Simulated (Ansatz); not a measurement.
Computed with Ansatz on PBE0-D4/def2-TZVP structures; ΔE is electronic, products minus reactants. CCSD(T)/CBS adds triple-zeta CCSD(T) − MP2 to the extrapolated MP2 energy (def2 sets, frozen cores). def2 core potentials past Kr. For Sn outer-core shells are correlated without core-valence functions, which leaves a few kJ/mol of doubt a bond. Each species was taken in one conformer, which may not be the lowest.

Reaction (isomerisation): `CO[SiH2][SnH3]` → `O[SiH2][CH2][SnH3]`

`CO[SiH2][SnH3]`:

Z-matrix (Å, degrees):
```
C
O 1 1.408
H 1 1.096 2 111.5
H 1 1.097 2 111.6 3 121.4
H 1 1.091 2 108.2 3 -119.3
Si 2 1.646 1 122.8 3 -59.9
Sn 6 2.576 2 112.1 1 -60.8
H 6 1.483 2 106.0 1 178.5
H 6 1.493 2 110.5 1 60.3
H 7 1.711 6 111.9 2 61.4
H 7 1.709 6 110.2 2 -179.2
H 7 1.709 6 111.8 2 -59.2
```

`O[SiH2][CH2][SnH3]`:

Cartesian coordinates in Å:
```
O 1.775 0.202 1.376
Si 1.491 -0.476 -0.101
C -0.298 -0.934 -0.314
Sn -1.616 0.751 -0.124
H 1.338 1.034 1.568
H 1.863 0.463 -1.200
H 2.378 -1.665 -0.147
H -0.465 -1.367 -1.305
H -0.595 -1.676 0.432
H -0.879 1.926 0.886
H -1.892 1.455 -1.654
H -3.099 0.286 0.581
```

```
             species  CCSD(T)/CBS(def2) energy (Eh)
    `CO[SiH2][SnH3]`                     -621.14826
`O[SiH2][CH2][SnH3]`                     -621.17751
```

Q: Work out ΔE.

A: ΔE = (-621.17751) − (-621.14826) = -0.02925 Eh = -76.8 kJ/mol.

Largest T1 diagnostic among the species: 0.013.

In def2-TZVPP, CCSD(T) changes the Hartree–Fock value by −16.3 kJ/mol (the triples alone add −1.9 kJ/mol) and MP2 by −26.5 kJ/mol. From PBE to PBE0 (25 % exact exchange), in def2-TZVPP and without D4, ΔE moves by −4.8 kJ/mol.
